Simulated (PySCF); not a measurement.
SiSe, optimised at HF/6-31G*:

```xyz
2

Si     0.0031    -0.7540     0.6913
Se    -0.0031     0.7540    -0.6913
```

Computed with PySCF (xtb for GFN2) and rigid-rotor harmonic-oscillator thermochemistry at 1 bar. 6-31G* has spherical d functions here. All species are closed-shell singlets. B3LYP is the form with VWN-RPA correlation. Se: all electrons, no relativistic terms.

Q: List the harmonic frequencies (cm⁻¹, unscaled) at this level and at the other levels, each on its own geometry.

A: 
- HF/6-31G*: 635
- B3LYP/6-31G*: 572
- GFN2-xTB: 574
- PBE/def2-SVP: 564
- PBE0/def2-TZVP: 594
